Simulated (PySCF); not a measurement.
Structure problem from calculated spectra and properties.

Formula: C7H3F3.

* Triplet: lowest triplet excitation (Tamm–Dancoff): 2.33 eV [TDA wB97X-D/def2-SVPD]
* UV, strongest line: among the 8 lowest singlet transitions: S2 at 4.60 eV (270 nm, f = 0.737) [TDDFT wB97X-D/def2-SVPD]
* 13C NMR: chemical shifts (computed TMS as zero) by class: 197.9 (1 C), 179.9 (1 C), 124.9 (1 C), 112.6 (1 C), 94.2 (1 C), 91.1 (1 C), 88.7 (1 C) ppm [GIAO PBE0/pcSseg-1]
* UV, first state: lowest singlet excitation: 3.88 eV (320 nm, f = 0.000) [TDDFT wB97X-D/def2-SVPD]
* Rotational structure: rotational constants A, B, C: 3.509, 0.449, 0.428 GHz [GFN2-xTB]
* 1H NMR: chemical shifts (computed TMS as zero) by class: 6.05 (2 H), 5.99 (1 H) ppm [GIAO PBE0/pcSseg-1]

Electronic properties: PySCF, gas phase, density fitting. Levels stand in brackets. Geometry: GFN2-xTB; no solvent, vibrations or thermal averaging. NMR values are class means; diastereotopic atoms form classes of their own.

Problem. Propose a structure and show how it fits.

Solution. Numbering: `[CH2:1]=[C:2]=[C:3]=[CH:4][C:5]#[C:6][C:7]([F:8])([F:9])[F:10]`. Its formula, C7H3F3, gives 5 degrees of unsaturation: 0 rings and 5 π bonds in the structure found. 7 carbons fall into 7 classes; from least to most shielded: central carbon of cumulated double bonds [C3] (197.9 ppm), central carbon of cumulated double bonds [C2] (179.9 ppm), CF3 carbon [C7] (124.9 ppm), outer carbon of cumulated double bonds [C1] (112.6 ppm), outer carbon of cumulated double bonds [C4] (94.2 ppm), alkyne carbon [C5] (91.1 ppm), alkyne carbon [C6] (88.7 ppm). Hydrogen classes from least to most shielded: 2 H on an outer carbon of cumulated double bonds, C1 (6.05 ppm), 1 H on an outer carbon of cumulated double bonds, C4 (5.99 ppm). S1 is mainly HOMO−1→LUMO (weight 0.98); the largest Löwdin shares of the orbital it empties are 0.37 on a central carbon of cumulated double bonds, 0.35 on a central carbon of cumulated double bonds, 0.09 on an outer carbon of cumulated double bonds and 0.07 on an outer carbon of cumulated double bonds, of the orbital it fills 0.22 on an outer carbon of cumulated double bonds, 0.17 on a central carbon of cumulated double bonds, 0.17 on an outer carbon of cumulated double bonds and 0.15 on a central carbon of cumulated double bonds. The optimised geometry has point group C1 and is an asymmetric top. Structure: `C=C=C=CC#CC(F)(F)F`. Computed isomers that give other values at the same levels: `C#CCC#CC(F)=C(F)F` (13C chemical shifts (computed TMS as zero) by class: 175.1 (1 C), 124.5 (1 C), 110.3 (1 C), 80.3 (1 C), 77.7 (1 C), 73.5 (1 C), 12.5 (1 C) ppm); `C#CC(C#C)=CC(F)(F)F` (13C chemical shifts (computed TMS as zero) by class: 146.4 (1 C), 132.3 (1 C), 122.3 (1 C), 102.6 (1 C), 94.7 (1 C), 83.9 (1 C), 81.0 (1 C) ppm); `C#C/C=C(\F)C#CC(F)F` (13C chemical shifts (computed TMS as zero) by class: 160.8 (1 C), 110.3 (1 C), 110.2 (1 C), 105.9 (1 C), 97.3 (1 C), 88.3 (1 C), 79.3 (1 C) ppm). The assignments are read from this structure; whether some other isomer fits the data as well wasn't checked.
